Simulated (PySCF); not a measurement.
Molecule: sum formula SiN$_{2}$H$_{5}$, net charge 0, doublet state. It need not be the lowest isomer of its formula. 
Structure (B3LYP-D3(BJ)/def2-TZVP (Ansatz) minimum search):
```xyz
8

Si     0.0484    -0.5613    -0.0705
N      1.1643     0.6679    -0.5442
N     -1.2133     0.2419     0.7737
H     -0.3212    -1.2141    -1.3713
H      1.5779     1.2780     0.1444
H      1.7875     0.5122    -1.3217
H     -1.8014    -0.2263     1.4412
H     -1.5769     1.1391     0.4886
```
Charge 0, spin multiplicity 2.

Dispersion corrections to the total energy (kcal/mol) from the dftd3 and dftd4 libraries through PySCF: D3(BJ) without and D4 with the three-body term, each with the damping fitted for the functional named.

```
functional  D3(BJ)     D4
----------  ------  -----
TPSSh        -3.66  -3.65
B2GP-PLYP    -2.21  -1.23
PBE          -3.19      …
CAM-B3LYP    -2.45  -2.49
BHLYP            …  -3.58
HF          -28.69      …
revPBE       -8.18  -9.84
```

**Question.** What belongs in the gaps?

**Answer.** 
- PBE, D4: -3.00
- BHLYP, D3(BJ): -4.50
- HF, D4: -11.45
